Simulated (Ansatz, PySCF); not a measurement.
Molecule: SiBr$_{2}$Cl, charge 0, multiplicity 2. SMILES: Cl[Si](Br)Br
Geometry: optimised at B3LYP-D3(BJ)/def2-TZVP (Ansatz, a quantum-chemistry and plane-wave program).

Quantity: size of the dipole moment, in D. Conventions: non-relativistic; open shells spin-unrestricted; dispersion terms only where a functional's name holds one; 6-31G* and kin with 6d, 5d where marked; spin-orbit terms left out; LANL2DZ with its own core potentials from Na on. First-principles rows: single points at B3LYP-D3(BJ) geometries (Ansatz).

```csv
level,program,size of the dipole moment (D)
SVWN5/6-31G* with LANL2DZ past Ar,Ansatz,0.55
PBE/STO-3G,Ansatz,1.54
PBE/3-21G,Ansatz,0.91
PBE/6-31G* with LANL2DZ past Ar,Ansatz,0.65
BLYP/6-31G*,Ansatz,0.56
BP86/def2-SVP,PySCF,0.45
BP86/6-31G* with LANL2DZ past Ar (5d),PySCF,0.67
B3LYP/STO-3G,Ansatz,1.68
B3LYP/LANL2DZ,Ansatz,0.90
B3LYP/6-31G*,Ansatz,0.71
B3LYP/6-31G* with LANL2DZ past Ar,Ansatz,0.85
PBE0/6-31G* with LANL2DZ past Ar,Ansatz,0.90
M06-2X/6-31G* with LANL2DZ past Ar (5d),PySCF,1.18
```

No value to compare with is used here. The 13 habitual levels span 0.45 (BP86/def2-SVP) to 1.68 D (B3LYP/STO-3G).

The levels are drawn from those run, B3LYP/6-31G* more often than the rest, none by its result; left out are runs that failed, that the program found above a lower state of the same kind, or whose <S^2> lies over 0.5 above the pure value.
